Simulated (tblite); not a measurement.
Parent: `[CH3:1][P@@H:2](=[O:3])[c:4]1[cH:5][cH:6][cH:7][cH:8][cH:9]1` with C1–P2–C4–C5 -116°, C7H9OP.

The geometries are computed with GFN2-xTB (gas phase). One conformer each, not checked by frequencies here.

| coordinate of the parent | value |
| --- | --- |
| C1–P2 | 1.828 Å |
| P2=O3 | 1.464 Å |
| P2–C4 | 1.810 Å |
| C4–C5 | 1.387 Å |
| C5–C6 | 1.384 Å |
| C6–C7 | 1.385 Å |
| C7–C8 | 1.387 Å |
| C8–C9 | 1.382 Å |
| C4–C9 | 1.388 Å |
| C1–P2–O3 | 113.9° |
| C1–P2–C4 | 106.3° |
| O3–P2–C4 | 114.9° |
| P2–C4–C5 | 117.9° |
| P2–C4–C9 | 121.7° |
| C5–C4–C9 | 120.4° |
| C4–C5–C6 | 119.9° |
| C5–C6–C7 | 119.8° |
| C6–C7–C8 | 120.3° |
| C7–C8–C9 | 120.0° |
| C4–C9–C8 | 119.6° |

**Question.** How does the shared frame change in `[CH3:1][P@@H:2](=[O:3])[c:4]1[cH:5][cH:6][c:7]([Cl:8])[cH:9][cH:10]1` with C1–P2–C4–C5 63°, C7H8ClOP? Atoms pair as C1 = C1, P2 = P2, O3 = O3, C4 = C4, C5 = C10, C6 = C9, C7 = C7, C8 = C6, C9 = C5 (parent first).

**Answer.** 
```json
{"parent": "C1–P2", "relative": "C1–P2", "value in the relative": "1.826 Å", "change": "-0.002"}
{"parent": "P2=O3", "relative": "P2=O3", "value in the relative": "1.463 Å", "change": "-0.001"}
{"parent": "P2–C4", "relative": "P2–C4", "value in the relative": "1.811 Å", "change": "+0.001"}
{"parent": "C4–C5", "relative": "C4–C10", "value in the relative": "1.387 Å", "change": "0.000"}
{"parent": "C5–C6", "relative": "C10–C9", "value in the relative": "1.383 Å", "change": "-0.001"}
{"parent": "C6–C7", "relative": "C9–C7", "value in the relative": "1.387 Å", "change": "+0.002"}
{"parent": "C7–C8", "relative": "C7–C6", "value in the relative": "1.389 Å", "change": "+0.002"}
{"parent": "C8–C9", "relative": "C6–C5", "value in the relative": "1.381 Å", "change": "-0.001"}
{"parent": "C4–C9", "relative": "C4–C5", "value in the relative": "1.389 Å", "change": "+0.001"}
{"parent": "C1–P2–O3", "relative": "C1–P2–O3", "value in the relative": "114.0°", "change": "+0.1"}
{"parent": "C1–P2–C4", "relative": "C1–P2–C4", "value in the relative": "106.5°", "change": "+0.2"}
{"parent": "O3–P2–C4", "relative": "O3–P2–C4", "value in the relative": "114.6°", "change": "-0.3"}
{"parent": "P2–C4–C5", "relative": "P2–C4–C10", "value in the relative": "118.1°", "change": "+0.2"}
{"parent": "P2–C4–C9", "relative": "P2–C4–C5", "value in the relative": "121.8°", "change": "+0.1"}
{"parent": "C5–C4–C9", "relative": "C10–C4–C5", "value in the relative": "120.1°", "change": "-0.3"}
{"parent": "C4–C5–C6", "relative": "C4–C10–C9", "value in the relative": "120.3°", "change": "+0.4"}
{"parent": "C5–C6–C7", "relative": "C10–C9–C7", "value in the relative": "119.0°", "change": "-0.8"}
{"parent": "C6–C7–C8", "relative": "C9–C7–C6", "value in the relative": "121.2°", "change": "+0.9"}
{"parent": "C7–C8–C9", "relative": "C7–C6–C5", "value in the relative": "119.3°", "change": "-0.7"}
{"parent": "C4–C9–C8", "relative": "C4–C5–C6", "value in the relative": "120.0°", "change": "+0.4"}
```

No shared bond changes by more than 0.004 Å. Bonds of the relative outside the shared frame: C7–Cl8 1.726 Å. Point group C1 → C1.

**Question.** How does the shared frame change in `[CH2:1]=[CH:2][P@:3]([CH3:4])(=[O:5])[c:6]1[cH:7][cH:8][cH:9][cH:10][cH:11]1` with C1–C2–P3–C4 125°, C2–P3–C6–C7 123°, C9H11OP? Atoms pair as C1 = C4, P2 = P3, O3 = O5, C4 = C6, C5 = C7, C6 = C8, C7 = C9, C8 = C10, C9 = C11 (parent first).

**Answer.** 
```csv
parent,relative,value in the relative,change
C1–P2,C4–P3,1.837 Å,+0.009
P2=O3,P3=O5,1.466 Å,+0.002
P2–C4,P3–C6,1.821 Å,+0.011
C4–C5,C6–C7,1.387 Å,0.000
C5–C6,C7–C8,1.384 Å,0.000
C6–C7,C8–C9,1.385 Å,0.000
C7–C8,C9–C10,1.386 Å,-0.001
C8–C9,C10–C11,1.383 Å,+0.001
C4–C9,C6–C11,1.388 Å,0.000
C1–P2–O3,C4–P3–O5,113.1°,-0.8
C1–P2–C4,C4–P3–C6,105.5°,-0.8
O3–P2–C4,O5–P3–C6,113.9°,-1.0
P2–C4–C5,P3–C6–C7,117.0°,-0.9
P2–C4–C9,P3–C6–C11,122.8°,+1.1
C5–C4–C9,C7–C6–C11,120.1°,-0.3
C4–C5–C6,C6–C7–C8,120.1°,+0.2
C5–C6–C7,C7–C8–C9,119.8°,0.0
C6–C7–C8,C8–C9–C10,120.2°,-0.1
C7–C8–C9,C9–C10–C11,120.2°,+0.2
C4–C9–C8,C6–C11–C10,119.7°,+0.1
```

Of the parent's bonds, P2–C4 changes most (+0.011 Å). Bonds of the relative outside the shared frame: C1=C2 1.321, C2–P3 1.817 Å. Point group C1 → C1.
